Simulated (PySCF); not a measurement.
Os⁶⁴⁺: ionisation energy

Os⁶⁴⁺ [Ne] 3s2 → Os⁶⁵⁺ [Ne] 3s1 [3s1/2^1, M_J = 1/2], as a difference of total energies. All numbers are calculated (PySCF 2.14, the two-component X2C-1e Hamiltonian, in an even-tempered Gaussian basis (17 s from 21 bohr⁻², ratio 2.4; 14 p from 28 bohr⁻², ratio 2.4; 4 d from 89 bohr⁻², ratio 2.6; 4 f from 130 bohr⁻², ratio 2.6)). Correlated levels: 1s2 frozen; the 46 highest virtual spinors dropped. "Screened" scales the spin-orbit matrix elements by Boettger's factors to mimic the two-electron term; Breit and QED terms are absent.

| method | ionisation energy (eV) |
| --- | --- |
| GHF (spin-free) | 7475.0 |
| GMP2 (spin-free) | 7478.4 |
| GHF (screened spin-orbit) | 7474.2 |
| GMP2 (screened spin-orbit) | 7478.1 |

Question: How much does correlation contribute at GMP2 (screened spin-orbit)?

Answer: 7478.1 − (7474.2) = 3.9 eV, measured against GHF (screened spin-orbit).

Breit and QED terms and the two-electron picture change are absent.

For comparison: 7468 ± 24 eV (theoretical estimate listed by NIST; NIST Atomic Spectra Database, ionization energies).
